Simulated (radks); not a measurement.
Se, 34 electrons, occupied as [Ar] 3d10 4s2 4p4.

Method: non-relativistic Kohn-Sham, r2SCAN, spin-polarised, spherical densities, point nucleus; open shells are filled with parallel spins first; meta-GGA in the generalised Kohn-Sham scheme; hard spherical wall at 3.5 bohr; computed with a radial shooting solver on a logarithmic mesh with Libxc functionals.

Energy parts (eV):
part                       energy
total                  -65330.905
kinetic                 65392.755
electron-nucleus      -156647.223
Hartree                 28306.514
exchange-correlation    -2382.950

Orbitals (lengths in bohr, moments of r in powers of bohr; <r^-3> diverges for s and p1/2):
orbital,occ.,eigenvalue (eV),<1/r>,<r^-3>,<r>,<r^2>
1s up,1,-12323.21,33.49,-,0.04500,0.002713
1s down,1,-12323.01,33.49,-,0.04500,0.002713
2s up,1,-1564.887,7.420,-,0.1998,0.04701
2s down,1,-1564.859,7.419,-,0.1998,0.04701
2p up,3,-1402.007,7.380,1149,0.1728,0.03650
2p down,3,-1401.856,7.380,1149,0.1728,0.03650
3s up,1,-202.2822,2.430,-,0.5840,0.3926
3s down,1,-202.1086,2.429,-,0.5841,0.3925
3p up,3,-145.6446,2.309,161.1,0.5944,0.4145
3p down,3,-145.4300,2.308,161.0,0.5942,0.4139
3d up,5,-46.1888,2.025,19.73,0.6336,0.5044
3d down,5,-45.8770,2.030,19.82,0.6303,0.4973
4s up,1,-11.0510,0.7492,-,1.709,3.234
4s down,1,-8.6075,0.7508,-,1.710,3.238
4p up,3,1.0733,0.6803,14.80,1.844,3.732
4p down,1,3.5167,0.6806,14.85,1.845,3.736
4d up,0,20.8429,0.6173,2.182,2.043,4.545
4d down,0,23.3103,0.6152,2.141,2.042,4.541
5s up,0,39.5758,0.7088,-,2.083,4.992
5s down,0,41.9413,0.7203,-,2.068,4.939
5p up,0,51.0408,0.7317,25.13,2.036,4.837
5p down,0,53.6051,0.7422,26.09,2.022,4.789

The highest occupied level is 4p down at 3.517 eV. The spin density at the nucleus is -0.0538 e/bohr^3 (1s -0.2608, 2s 0.1376, 3s 0.2858, 4s -0.2165), a Fermi contact field of -2.82 T. Spin moment in Bohr magnetons: 2.
